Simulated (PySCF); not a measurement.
Ta(O)(F)(NH2)2 (FH4N2OTa), SMILES [NH2][Ta]([NH2])(=[O])[F], multiplicity 1.

Geometry: B3LYP-D3(BJ)/def2-SVP. The spin state was assumed, not searched. The def2 effective core potentials stand for the cores of Ta; spin–orbit coupling is left out. Other conformers were not sampled.

These are TDA-PBE/def2-SVPD (PySCF 2.14.0) values and carry that method's errors.

Vertical excitations.  State labels are in the subgroup Cs.

Computed UV-visible absorptions:
```
state  symmetry  energy (eV)  λ (nm)      f                                                                  main pairs
-----  --------  -----------  ------  -----  --------------------------------------------------------------------------
S1           A'         5.13     242  0.016                                                              HOMO→LUMO 90 %
S2           A"         5.38     230  0.032                                          HOMO→LUMO+1 60 %, HOMO−1→LUMO 31 %
S3           A"         5.58     222  0.003                                          HOMO→LUMO+2 83 %, HOMO−1→LUMO 16 %
S4           A"         5.91     210  0.035       HOMO−1→LUMO 40 %, HOMO→LUMO+3 24 %, HOMO→LUMO+1 19 %, HOMO→LUMO+2 7 %
S5           A'         6.11     203  0.009                    HOMO−1→LUMO+1 50 %, HOMO−1→LUMO+2 34 %, HOMO→LUMO+4 10 %
S6           A"         6.21     200  0.008                                          HOMO−2→LUMO 62 %, HOMO→LUMO+3 31 %
S7           A"         6.32     196  0.068      HOMO→LUMO+3 39 %, HOMO−2→LUMO 26 %, HOMO−3→LUMO+1 9 %, HOMO→LUMO+1 7 %
S8           A'         6.33     196  0.026                    HOMO−1→LUMO+2 58 %, HOMO→LUMO+4 15 %, HOMO−1→LUMO+1 12 %
S9           A'         6.45     192  0.004                                        HOMO→LUMO+4 55 %, HOMO−2→LUMO+1 33 %
S10          A'         6.55     189  0.014  HOMO−2→LUMO+1 36 %, HOMO−3→LUMO 21 %, HOMO→LUMO+4 11 %, HOMO−1→LUMO+1 10 %
T1           A'         4.71     263      0                                                              HOMO→LUMO 96 %
T2           A"         4.87     255      0                                                            HOMO→LUMO+1 92 %
T3           A"         5.35     232      0                                          HOMO→LUMO+2 82 %, HOMO−1→LUMO 13 %
T4           A"         5.44     228      0                                          HOMO−1→LUMO 80 %, HOMO→LUMO+2 16 %
```
Triplets are in the Tamm–Dancoff approximation.
